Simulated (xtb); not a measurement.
C₂F₃ (SMILES F[C]=C(F)F), doublet, geometry from GFN2-xTB. Base run: xtb with GFN0-xTB.

xtb was given this input:
```
$ xtb mol.xyz --gfn 0 --uhf 1 --json

# file mol.xyz
5

F      1.31800223     0.00739748     1.48618006
C      0.37902913    -0.50068481     0.73883781
C     -0.29049288    -0.06439612    -0.28868255
F     -0.15535228     1.13519605    -0.87886147
F     -1.22167412    -0.76587291    -0.90742210
```

Variants of this job, named by their change:

| change | ΔE vs base (kcal/mol) |
|---|---|
| base | 0.000 |
| acc = 0.0001 | 0.000 |
| file = coord | 0.000 |
| acc = 30 | 0.000 |
| acc = 1000 | 0.000 |
| etemp = 1000 | -0.188 |
| etemp = 5000 | -9.52 |
